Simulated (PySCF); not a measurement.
C5H13NSi2.
Structure used (PBE0-D3(BJ)/def2-SVP), in Å, numbered top down from 1:
```xyz
21
C5H13NSi2 angstrom
C      3.1275   -1.6872    0.8207
C      1.8258   -1.0748    0.6287
C      0.7325   -0.5550    0.4752
Si    -0.9141    0.2159    0.2018
C     -1.9749   -1.0044   -0.7556
C     -2.1170   -2.3681   -0.0862
N     -0.7930    1.7268   -0.6588
Si    -0.8368    3.3482   -0.0326
H      3.9199   -0.9238    0.8679
H      3.3692   -2.3755   -0.0044
H      3.1575   -2.2622    1.7595
H     -1.5151    0.5354    1.5304
H     -2.9605   -0.5302   -0.9057
H     -1.5319   -1.1132   -1.7618
H     -2.7374   -3.0549   -0.6831
H     -2.5859   -2.2835    0.9073
H     -1.1352   -2.8459    0.0576
H     -0.4894    1.6425   -1.6265
H     -1.4258    3.2885    1.3368
H      0.5136    3.9930    0.0562
H     -1.6806    4.2278   -0.9021
```

Method used: PySCF 2.14.0, density-fitted response routines, TDDFT wB97X-D/def2-SVPD, vertical, gas phase, core orbitals frozen in the response.

Ground-to-excited transition dipoles (e·a0, same axes as the geometry; the sign carries no meaning), for the states with f of 0.002 or more among the lowest 9:

| state | E (eV) | μx | μy | μz |
| --- | --- | --- | --- | --- |
| S2 | 6.133 | 0.118 | -0.183 | 0.091 |
| S4 | 6.463 | 0.357 | -0.036 | 0.085 |
| S5 | 7.263 | -0.356 | -0.032 | -0.141 |
| S6 | 7.357 | 0.055 | 0.024 | 0.252 |
| S7 | 7.381 | 0.094 | 0.262 | -0.039 |
| S8 | 7.580 | -0.087 | 0.276 | -0.087 |
| S9 | 7.717 | -0.006 | -0.147 | -0.082 |

(1) Work out the oscillator strengths.

(2) Which bond between heavy atoms lies closest to the direction of the S5 transition dipole?

(3) What angle do the transition dipoles of S4 and S8 make?

(4) How is the summed strength of these states shared among x, y and z?

(5) What peak molar absorption coefficient would the strongest computed level give as a lone Gaussian band 0.4 eV wide at half height?

## Answers

(1) f = (2/3) ΔE |μ|² with ΔE in hartree (27.2114 eV).

| state | \|μ\|² (au) | \|μ\| (D) | f |
| --- | --- | --- | --- |
| S2 | 0.056 | 0.60 | 0.008 |
| S4 | 0.136 | 0.94 | 0.022 |
| S5 | 0.148 | 0.98 | 0.026 |
| S6 | 0.067 | 0.66 | 0.012 |
| S7 | 0.079 | 0.71 | 0.014 |
| S8 | 0.091 | 0.77 | 0.017 |
| S9 | 0.028 | 0.43 | 0.005 |

(2) C3–Si4, C1–C2 and C2–C3, at 32° from it; next Si4–C5 at 40°.

(3) |cos θ| = |μa·μb| / (|μa| |μb|) = 0.43, so θ ≈ 64° (taken between 0 and 90°, since the signs are arbitrary).

(4) (2/3) Σ ΔE μα² gives 0.048 for x, 0.036 for y and 0.020 for z, 0.105 in all.

(5) ε(max) = 2.175×10⁸ f / FWHM, with the width in cm⁻¹. S5: 2.175×10⁸ × 0.0263 / 3226 ≈ 1800 L mol⁻¹ cm⁻¹.

All these states lie below the vertical ionisation energy of 9.12 eV (ΔSCF).

On one thread of an Intel Xeon Platinum 8488C, on a shared host, this took 25 min wall, 19 min CPU and 1.3 GiB of memory at its peak.

One conformer stands for the species.
